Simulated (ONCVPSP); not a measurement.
## Building the ONCV potential for strontium (Sr) (PBEsol, scalar-relativistic).

```json
{"Element": "strontium (Sr)", "Generator": "ONCVPSP 4.0.1", "Type": "optimised norm-conserving Vanderbilt (ONCV)", "Functional": "PBEsol", "Relativity": "scalar-relativistic", "Frozen core": "[Ar] 3d10 4s2", "Valence charge": "8", "Reference configuration": "4p6 5s1 (charge +1)", "Partial waves": "5s: rc 3.45 bohr, ncon 4, nbas 8, qcut 1.9 1/bohr, 3 projectors, debl 2.1 Ha; 4p: rc 1.75 bohr, ncon 3, nbas 6, qcut 5.3 1/bohr, 2 projectors, debl 2.1 Ha; d scattering state at 0.18 Ha: rc 2.85 bohr, ncon 4, nbas 7, qcut 3.8 1/bohr, 2 projectors, debl 2.4 Ha", "Local potential": "polynomial inside 1.20 bohr (lpopt 4, dvloc0 0 Ha)", "Core correction": "Teter function, fcfact 2, rcfact 1.42"}
```

In the d channel the program set the typed energies aside and used -0.250, 2.150 Ha.

Poles of the logarithmic derivatives, all-electron (AE) and pseudo (PS). s: poles at -1.7, 0.4, 2.9 (AE) and 0.3, 0.5, 2.9 (PS) Ha. p: poles at 0.2 (AE) and 0.2 (PS) Ha. d: poles at 0.1, 2.7 (AE) and 0.1, 2.7 (PS) Ha. Test radii: s 3.50, p 1.78, d 2.89 bohr.

* Cutoffs needed: 7.4 Ha and 15 Ha (the cutoffs (Ha) at which the residual kinetic energy of the hardest occupied pseudo-wave falls to 1 and 0.1 mHa per electron) The cutoffs count occupied waves only; projector 2 of the d channel, the hardest unoccupied one, needs 24 Ha at the loose tolerance.
* Ghost test: no bound ghost flagged; GHOST(+) flagged for s at 13.1 eV, s at 159.5 eV
* Largest excitation error: -221 meV (all-electron minus pseudo) for 4p5 5s2, out of 4 test configurations
* rms error of d²Exc/dni dnj: 4.70 mHa without and 2.33 mHa with the model core
